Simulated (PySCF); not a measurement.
## C5H9F2: g tensor and hyperfine couplings

Compound: C5H9F2 (doublet state).
Geometry (GFN2-xTB, Å), atoms numbered from 1 in this order:
```
atom  x, y, z in Å
C1     0.1451    1.3419   -0.7376
C2    -0.0226    0.0589    0.0808
C3    -0.4851   -1.0924   -0.8383
C4     1.2934   -0.3191    0.7660
C5    -1.0622    0.2902    1.1302
F6    -2.2572    0.7722    0.7493
F7    -1.2624   -0.6666    2.0522
H8     0.4789    2.1586   -0.1027
H9     0.8837    1.1871   -1.5195
H10   -0.7964    1.6269   -1.2004
H11    0.2659   -1.2673   -1.6050
H12   -1.4266   -0.8390   -1.3201
H13   -0.6200   -2.0059   -0.2640
H14    1.6340    0.4878    1.4102
H15    1.1669   -1.2139    1.3705
H16    2.0570   -0.5106    0.0169
```

The hyperfine couplings belong to this conformer and change with its torsions.

Identity: `CC(C)(C)[C](F)F` [radical].

Computed, not measured: UKS B3LYP, pcH-1 on C F H, non-relativistic, mean-field spin-orbit, GIAO (PySCF). Geometry: GFN2-xTB; no solvent, vibrations or thermal averaging. A GFN2-xTB geometry isn't a minimum of the functional, and hyperfine couplings can be far from their values at a DFT geometry. No stability test was run, so a lower SCF solution isn't excluded.

```json
{
 "g1, g2, g3": "2.00190, 2.00454, 2.00477",
 "g_iso": "2.00373",
 "Form of g": "close to axial: the two nearest values differ by 8 % of g3 − g1",
 "⟨S²⟩": "0.7523 (exact 0.7500)",
 "HOMO–LUMO gap, α and β orbitals": "6.83, 8.03 eV",
 "Basis functions": "265"
}
```

Hyperfine couplings atom by atom, in 10⁻⁴ cm⁻¹; T1 to T3 are the principal values of the dipolar part (1 × 10⁻⁴ cm⁻¹ = 2.998 MHz):

```csv
atom,isotope,a_iso,T1,T2,T3,Mulliken spin population
C1,13C,3.2,-0.5,-0.4,0.9,0.00
C2,13C,6.7,-1.7,-1.6,3.3,-0.02
C3,13C,11.4,-1.6,-1.6,3.3,0.05
C4,13C,3.2,-0.5,-0.4,0.9,0.00
C5,13C,120.7,-27.1,-27.0,54.1,0.85
F6,19F,79.0,-73.8,-65.5,139.3,0.06
F7,19F,79.1,-73.8,-65.5,139.3,0.06
H8,1H,-0.4,-1.4,-1.1,2.5,0.00
H9,1H,-0.6,-0.7,-0.5,1.2,0.00
H10,1H,-0.3,-1.1,-1.0,2.1,0.00
H11,1H,6.0,-1.2,-0.3,1.5,0.01
H12,1H,-1.0,-1.4,-0.4,1.9,0.00
H13,1H,-1.0,-1.4,-0.4,1.9,0.00
H14,1H,-0.4,-1.4,-1.1,2.5,0.00
H15,1H,-0.3,-1.1,-1.0,2.1,0.00
H16,1H,-0.6,-0.7,-0.5,1.2,0.00
```

The largest Mulliken spin population is on C5 (+0.85). The angles at C5 add up to 345.2°, so it is pyramidal.

Under fast tumbling the dipolar parts average out, and these isotropic splittings remain: 2 × 19F (F6/F7, I = 1/2, 3 lines) with 8.45 mT.

The 13C coupling of C5 (361.9 MHz) shows only in satellite lines or after enrichment, since that isotope makes up about 1.07 % of natural carbon.
